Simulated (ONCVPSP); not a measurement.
Cr (Z = 24): one change to an ONCV potential, before and after

ONCVPSP 4.0.1 input, shortened (lines: element, Z, core and valence counts, functional; n l f; lmax; l rc ep ncon nbas qcut; lloc lpopt rc5 dvloc0; l nproj debl; icmod fcfact rcfact), Wu-Cohen, scalar-relativistic:

```
  Cr 24.00    3    3  -118130      upf
    1    0    2.00
    2    0    2.00
    2    1    6.00
    3    0    2.00
    3    1    6.00
    3    2    5.00
    2
    0    1.00    0.00    4    7    5.50
    1    1.00    0.00    4    8    8.00
    2    1.70    0.00    3    7    7.80
    4    5    0.85    6.00
    0    2    2.40
    1    1    1.90
    2    2    3.30
    2    0.55    1.10
```

In the s channel the program set the typed energies aside and used -2.967, 0.250 Ha.

All-electron outer shells of the reference configuration (Wu-Cohen, scalar-relativistic, ld1.x):

```csv
shell,level (eV),outermost node (bohr),outermost maximum (bohr)
3s,-80.73,0.36,0.78
3p,-52.34,0.33,0.80
3d,-9.83,–,0.84
```

Change: d: rc 2.08.

Cutoffs: the cutoffs (Ha) at which the residual kinetic energy of the hardest occupied pseudo-wave falls to 1 and 0.1 mHa per electron; they do not see the model core or the augmentation charge, which bear on the density cutoff. Errors are all-electron minus pseudo energies relative to the spin-unpolarised reference configuration.

**Question.** How do hardness, ghosts and transferability respond?

**Answer.** The potential gets neither clearly harder nor softer (120 Ha and 145 Ha → 120 Ha and 145 Ha); the s channel sets the loose cutoff, while the largest relative change is in d, which becomes softer; of the 4 tests that both files solve, the error grows in 4 and shrinks in 0 by more than 15 % and 0.3 meV (median size 47.0 → 92.7 meV); neither file shows a bound ghost. More of the atom is replaced by a form fitted at one configuration, so other configurations suffer.

```csv
quantity,base,changed
"cutoff, loose",120 Ha,120 Ha
"cutoff, tight",145 Ha,145 Ha
loose cutoff by channel,"s 120 Ha, p 25 Ha, d 26 Ha","s 120 Ha, p 25 Ha, d 22 Ha"
bound ghosts,none,none
GHOST(+) flags under 300 eV,none,none
"error for 3s2 3p6 3d5 4s1, meV [ΔE -6.84 eV]",+6.8,+12
"error for 3s2 3p6 3d4, meV [ΔE 16.02 eV]",+26,+56
"error for 3s2 3p6 3d3, meV [ΔE 46.75 eV]",+269,+498
"error for 3s2 3p6 3d4 4s2, meV [ΔE -6.94 eV]",+68,+129
s: phases at 1.01 bohr within 0.05 rad from the reference energy up to (Ha; the scan ends near 5),to the end of the scan,to the end of the scan
p: phases at 1.01 bohr within 0.05 rad from the reference energy up to (Ha; the scan ends near 5),to the end of the scan,to the end of the scan
"rms error of d²Exc/dni dnj with the model core, mHa",1.10,1.26
```
